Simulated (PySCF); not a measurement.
# Basis-set dependence of excited states

Species: C₄H₅B.
Numbering: `[BH2:1][C:2](=[CH2:3])[C:4]#[CH:5]` (hydrogens: H6, H7 on B1; H8, H9 on C3; H10 on C5)

TDDFT with PBE0 (PySCF), vertical singlets, core orbitals frozen in the response, spherical d and f functions. Isolated species at its PBE0-D3(BJ)/def2-SVP geometry, gas phase.

Question: Compare 6-31G*, def2-SVP, 6-31+G*, def2-SVPD, aug-cc-pVDZ, def2-TZVP and def2-TZVPD for this molecule.

Answer: 

```tsv
basis	functions	diffuse	S1 (eV)	S2 (eV)	S3 (eV)	S4 (eV)	S5 (eV)	LUMO (eV)	α (au)
6-31G*	80	no	4.13	4.40	5.46	5.92	6.20	-2.07	51.8
def2-SVP	95	no	4.14	4.40	5.32	5.85	6.13	-2.32	55.3
6-31+G*	100	yes	4.14	4.35	5.38	5.80	5.92	-2.37	60.4
def2-SVPD	140	yes	4.14	4.36	5.29	5.81	6.04	-2.42	64.2
aug-cc-pVDZ	160	yes	4.12	4.32	5.29	5.75	5.89	-2.42	65.9
def2-TZVP	185	no	4.12	4.34	5.31	5.78	5.98	-2.41	62.2
def2-TZVPD	230	yes	4.12	4.33	5.30	5.76	5.94	-2.42	65.9
```

States are compared by their number. Against the largest diffuse basis here (def2-TZVPD, itself not a converged limit), sets without diffuse functions differ by up to 0.02 eV in S1 and 0.26 eV in S5; the smaller diffuse sets differ by up to 0.02 and 0.10 eV. State by state, the largest deviation of a set without diffuse functions is S1 0.02, S2 0.08, S3 0.15, S4 0.15, S5 0.26 eV. The same number needn't mean the same state in each row. Against def2-TZVPD the polarisability deviates by -21% in 6-31G*, -16% in def2-SVP, -8% in 6-31+G*, -2% in def2-SVPD, 0% in aug-cc-pVDZ, -6% in def2-TZVP. A single + in a Pople set puts diffuse functions on heavy atoms only.
